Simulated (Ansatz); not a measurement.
Cost and result for the atomization energy of `FC(F)(Cl)C(Cl)(Cl)Cl` (8 atoms, 7 bonds).

Charge 0, multiplicity 1. The structure was optimised at the PBE0-D4/def2-TZVP level. Program: Ansatz. All runs use 2 threads of an AMD EPYC 7R13 on a shared host and a share of an NVIDIA H100 80 GB. Times are those of one run each, without the atoms' runs, and a repeat can differ threefold. Electronic energies, without spin–orbit coupling; frozen cores. CCSD(T)/CBS adds CCSD(T) − MP2 in def2-TZVPP to the MP2 limit, and its time is that of the two runs behind it. T1 = 0.011.

CCSD(T)/CBS is a level of theory with its own doubt, some kJ/mol a heavy atom from the limit and from the frozen cores, so smaller differences don't rank the functionals.

```tsv
level	functions	wall time
RPA@PBE/def2-TZVPP	292	4.6 s
r2SCANh-D4/def2-TZVPP	292	4.9 s
CCSD(T)/def2-SVP	128	5 s
BLYP-D4/def2-TZVPP	292	5.5 s
PBE0-D4/def2-TZVPP	292	5.5 s
PBE-QIDH/def2-TZVPP	292	5.5 s
r2SCAN-D4/def2-TZVPP (with forces)	292	5.5 s
B2PLYP/def2-TZVPP	292	6 s
MP2/def2-QZVPP	508	6.5 s
CAM-B3LYP-D4/def2-TZVPP	292	6.5 s
ωB97X-V/def2-TZVPP	292	8.5 s
CCSD(T)/def2-TZVPP	292	12 s
CCSD(T)/CBS(def2)	–	18 s
```

Q: What atomization energy does each give, and how far from CCSD(T)/CBS? (An estimate is asked.)

A: The calculation gave: 
```csv
level,atomization (kcal/mol),difference from CCSD(T)/CBS,per bond
RPA@PBE/def2-TZVPP,548.6,-86.0,-12.3
r2SCANh-D4/def2-TZVPP,635.2,0.6,0.1
CCSD(T)/def2-SVP,587.9,-46.7,-6.7
BLYP-D4/def2-TZVPP,632.5,-2.1,-0.3
PBE0-D4/def2-TZVPP,648.4,13.8,2.0
PBE-QIDH/def2-TZVPP,636.9,2.3,0.3
r2SCAN-D4/def2-TZVPP (with forces),645.7,11.1,1.6
B2PLYP/def2-TZVPP,617.3,-17.3,-2.5
MP2/def2-QZVPP,667.7,33.1,4.7
CAM-B3LYP-D4/def2-TZVPP,627.9,-6.7,-1.0
ωB97X-V/def2-TZVPP,639.3,4.7,0.7
CCSD(T)/def2-TZVPP,608.4,-26.2,-3.7
CCSD(T)/CBS(def2),634.6,0.0,0.0
```

From r2SCAN to r2SCAN0 (25 % exact exchange), in def2-TZVPP and without D4, the atomization energy moves by −25.8 kcal/mol: exact exchange takes away binding that semilocal exchange gives to molecules. In def2-TZVPP, CCSD(T) changes the Hartree–Fock value by +219.0 kcal/mol (the triples alone add +23.1 kcal/mol) and MP2 by +263.0 kcal/mol; breaking electron pairs costs correlation energy, which Hartree–Fock lacks. At CCSD(T), def2-SVP lies −46.7 kcal/mol from the extrapolated value and def2-TZVPP −26.2 kcal/mol: correlation converges slowly with the basis, and small sets miss more of it in the bonded molecule than in its fragments.
